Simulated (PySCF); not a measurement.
**RuH and its ions**

r²SCAN0; H def2-TZVPPD, Ru def2-TZVPPD with ECP28; scalar-relativistic core potentials (PySCF 2.14). Neutral (UKS): quartet (σ ↑, δ ↑↑), Re = 1.578 Å, ωe = 1998 cm⁻¹, De = 2.62 eV, HOMO -5.72 eV, LUMO -1.48 eV.

RuH⁺ (UKS): quintet (σ ↑, π ↑, δ ↑↑), Re = 1.591 Å, ωe = 2047 cm⁻¹, De = 2.13 eV to H + Ru⁺ (4d7). The energies at the minima are -95.39761 hartree for RuH and -95.10381 for RuH⁺.

(1) Work out the adiabatic ionisation energy, without and with harmonic zero-point energies (1 hartree = 27.2114 eV, 1 eV = 8065.5 cm⁻¹), and the change of the bond length.

The metal atom is held in its measured ground configuration; semilocal functionals can put another filling of s and d lower by some tenths of an eV, and De to that atom would be smaller. Spin–orbit coupling is left out, which matters for elements this heavy, above all for dissociation energies. For an ion De counts to the pair picked by the measured ionisation energies or electron affinities, which need not be the lowest pair at this level. The state is the lowest single determinant that the PBE0 search found; with open d or f shells the true ground state can be another one.

## Answers

(1) At r²SCAN0: 0.29380 hartree = 7.995 eV between the minima; the zero-point term (2047.0 − 1998.0)/2 cm⁻¹ = +0.003 eV makes it 7.998 eV. Re changes by +1.3 pm against the neutral. The electron leaves a π orbital, which is non-bonding in a hydride.
